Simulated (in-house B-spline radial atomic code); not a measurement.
Ionisation energies along the 11-electron series, configuration [Ne] 3s1, as differences of self-consistent energies. NIST's values go from ground level to ground level; the uncertainty of those that are theory runs from under 0.1 % in few-electron ions to several per cent in heavy many-electron ones. Computed with a radial B-spline atomic code at the basis-set limit: non-relativistic Hartree-Fock, average of the configuration, point nuclei.

This level leaves out relativity, spin-orbit splitting included, which matters for heavy ions.

| ion | configuration after | ionisation energy (eV) | IE/(q+1)² (eV) | -ε less Coulomb ΔSCF (eV) | tabulated value (eV) | tabulated kind | computed minus tabulated (eV) |
| --- | --- | --- | --- | --- | --- | --- | --- |
| Eu52+ | [He] 2s2 2p6 | 4591.0 | 1.6344 | 0.072831 | 4838 | tabulated theory | -247 |
| Gd53+ | [He] 2s2 2p6 | ? | ? | ? | ? | tabulated theory | ? |
| Tb54+ | [He] 2s2 2p6 | ? | ? | ? | ? | tabulated theory | ? |
| Dy55+ | [He] 2s2 2p6 | 5105.4 | 1.628 | 0.073348 | 5412 | tabulated theory | -307 |
| Ho56+ | [He] 2s2 2p6 | 5282.9 | 1.626 | 0.07351 | 5611 | tabulated theory | -328 |
| Er57+ | [He] 2s2 2p6 | 5463.4 | 1.6241 | 0.073667 | 5815 | tabulated theory | -352 |
| Tm58+ | [He] 2s2 2p6 | ? | ? | ? | ? | tabulated theory | ? |
| Yb59+ | [He] 2s2 2p6 | 5833.6 | 1.6204 | 0.073966 | 6236 | tabulated theory | -402 |
| Lu60+ | [He] 2s2 2p6 | 6023.2 | 1.6187 | 0.07411 | 6452 | tabulated theory | -429 |
| Hf61+ | [He] 2s2 2p6 | 6215.8 | 1.617 | 0.074249 | 6674 | tabulated theory | -458 |
| Ta62+ | [He] 2s2 2p6 | 6411.5 | 1.6154 | 0.074384 | 6900 | tabulated theory | -489 |
| W63+ | [He] 2s2 2p6 | 6610.1 | 1.6138 | 0.074516 | 7130 | semi-empirical | -520 |
| Re64+ | [He] 2s2 2p6 | 6811.8 | 1.6123 | 0.074644 | 7366 | tabulated theory | -554 |
| Os65+ | [He] 2s2 2p6 | 7016.6 | 1.6108 | 0.074768 | 7610 | tabulated theory | -593 |
| Ir66+ | [He] 2s2 2p6 | 7224.3 | 1.6093 | 0.074889 | 7850 | tabulated theory | -626 |
| Pt67+ | [He] 2s2 2p6 | 7435.1 | 1.6079 | 0.075007 | 8100 | tabulated theory | -665 |
| Au68+ | [He] 2s2 2p6 | 7648.9 | 1.6066 | 0.075122 | 8360 | tabulated theory | -711 |
| Hg69+ | [He] 2s2 2p6 | 7865.7 | 1.6052 | 0.075234 | 8620 | tabulated theory | -754 |
| Tl70+ | [He] 2s2 2p6 | 8085.6 | 1.604 | 0.075343 | 8880 | tabulated theory | -794 |
| Pb71+ | [He] 2s2 2p6 | 8308.4 | 1.6027 | 0.075449 | 9150 | tabulated theory | -842 |

Problem. Fill in the row of Gd53+.

Solution. ionisation energy (eV): 4759.4; IE/(q+1)² (eV): 1.6322; -ε less Coulomb ΔSCF (eV): 0.073009; tabulated value (eV): 5025; computed minus tabulated (eV): -266.

Problem. Fill in the row of Tb54+.

Solution. ionisation energy (eV): 4930.9; IE/(q+1)² (eV): 1.63; -ε less Coulomb ΔSCF (eV): 0.073181; tabulated value (eV): 5217; computed minus tabulated (eV): -286.

Problem. Fill in the row of Tm58+.

Solution. ionisation energy (eV): 5647.0; IE/(q+1)² (eV): 1.6222; -ε less Coulomb ΔSCF (eV): 0.073819; tabulated value (eV): 6023; computed minus tabulated (eV): -376.
